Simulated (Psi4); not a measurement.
C$_{6}$H$_{6}$N, doublet, geometry from GFN2-xTB. Base run: Psi4 with B3LYP/3-21G.

Here is a job for Psi4.
```
memory 2 GB

molecule mol {
0 2
  N     2.240240   -0.150745    0.014956
  C     0.857361   -0.055058    0.035288
  C     0.238226    1.187957   -0.097592
  C    -1.148048    1.278687   -0.154240
  C    -1.863076    0.119662   -0.076461
  C    -1.310895   -1.120205    0.059472
  C     0.075602   -1.207636    0.115826
  H     2.741276    0.687381    0.263557
  H     2.627303   -0.991539    0.413127
  H     0.840966    2.083596   -0.160326
  H    -1.624674    2.242029   -0.256412
  H    -1.913575   -2.013747    0.122725
  H     0.552013   -2.172941    0.218879
}

set basis 3-21g
set reference uks

energy('b3lyp')
print_variables()
```

Variants of this job, named by their change:

```tsv
change	ΔE vs base (mEh)	point group used	SCF cycles
base	0.000	c1	11
jitter_ang = 0.002	0.033	c1	11
molecule keys = no_reorient	0.000	c1	11
molecule keys = symmetry c1	0.000	c1	11
molecule keys = symmetry c1, no_reorient, no_com	0.000	c1	11
```

Open shells are given as the SCF converged; they aren't shown to be the lowest states, and a large step between rows can be another state.
